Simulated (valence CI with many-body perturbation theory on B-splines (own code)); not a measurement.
**Missing levels of Ba¹⁷⁺**

Calculated by valence CI with perturbative core correlation (CI+MBPT): three valence electrons over a frozen Dirac-Fock core [Kr], a basis of 7 s, 7 p, 8 d, 6 f, 4 g, 1 h functions for each j, with the one-electron correlation potential Σ1 (screened to all orders), the two-electron term Σ2, the three-electron term Σ3, Breit, model QED; selected single and double excitations, second order for the rest, scaled by the run's own slope (own B-spline code, finite nucleus).

No measured levels were compared; by estimate terms of the open shell hold to 2 to 4 % of their energy, and close levels can change places. The list stops below the first excitations out of the core.

```
         Level  E (cm⁻¹)
    4d3 4F_3/2       0.0
    4d3 4F_5/2     15734
    4d3 4F_7/2         ?
    4d3 4P_3/2         ?
    4d3 4F_9/2     34119
    4d3 4P_1/2         ?
    4d3 2G_7/2     53380
    4d3 2H_9/2     55597
    4d3 4P_5/2     57044
4d3 2D_3/2 [a]     65342
    4d3 2P_1/2         ?
   4d3 2H_11/2     73361
4d3 2D_5/2 [a]         ?
    4d3 2G_9/2     86661
    4d3 2F_5/2     89565
    4d3 2F_7/2     91974
    4d3 2P_3/2         ?
4d3 2D_3/2 [b]    134900
4d3 2D_5/2 [b]    138750
```

Names give the largest LS component (configuration and term), which can be under half, so a name can repeat, a term be missing and a line seem to break the LS rules; names also repeat where a configuration has a term twice. Letters in brackets count levels of one name in rising energy.

Q: The levels stand in rising order. What does the calculation give for the missing energies?

A: 4d3 4F_7/2 27390; 4d3 4P_3/2 33473; 4d3 4P_1/2 38818; 4d3 2P_1/2 69408; 4d3 2D_5/2 [a] 79860; 4d3 2P_3/2 96365.
